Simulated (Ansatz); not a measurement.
Total energies of CH7BOSSi, SMILES `CB(S)O[SiH3]`.

| atom | x (Å) | y (Å) | z (Å) |
| --- | --- | --- | --- |
| C1 | -1.487 | -0.913 | -1.258 |
| B2 | -0.325 | -0.046 | -0.667 |
| S3 | 0.436 | 1.203 | -1.752 |
| O4 | 0.070 | -0.253 | 0.615 |
| Si5 | 1.097 | 0.319 | 1.762 |
| H6 | -1.224 | -1.975 | -1.192 |
| H7 | -2.389 | -0.783 | -0.651 |
| H8 | -1.734 | -0.684 | -2.295 |
| H9 | 1.353 | 1.682 | -0.894 |
| H10 | 1.705 | -0.845 | 2.445 |
| H11 | 2.170 | 1.155 | 1.159 |
| H12 | 0.326 | 1.138 | 2.728 |

Total charge 0; spin multiplicity 1. The geometry is a stationary point of PBE0-D4/def2-TZVP. It is one conformer, not always the lowest. Basis def2-TZVPP, Ansatz 0.2.0.

RPA on PBE orbitals: Hartree–Fock energy of these orbitals -828.10869 Eh, correlation -1.38826 Eh (frozen core).

```csv
functional,energy without D4 (Eh),D4 term (kJ/mol)
LDA (SPW92),-826.51693,–
PBE,-829.76691,-26.6
revPBE,-830.09251,-79.0
BLYP,-830.21657,-58.1
r2SCAN,-830.14677,-6.7
B97M-V,-830.09873,–
PBE0,-829.84808,-22.7
B3LYP,-830.33145,-42.9
r2SCANh,-830.13766,-7.2
r2SCAN0,-830.12514,-7.9
HSE06 (plane-wave form),-829.82596,-21.2
BHLYP,-830.20858,-33.1
CAM-B3LYP,-830.23408,-23.2
LC-ωPBE,-829.98515,–
ωB97X-V,-830.13305,–
ωB97M-V,-830.17158,–
B2PLYP,-829.91910,–
PBE-QIDH,-829.66259,–
```

B3LYP takes the VWN-RPA correlation (the form of Gaussian; ORCA's B3LYP/G). HSE06 is the plane-wave form, built on full-range PBE exchange. The double hybrids freeze the cores in their second-order part.

LC-ωPBE has ω = 0.4 bohr⁻¹.
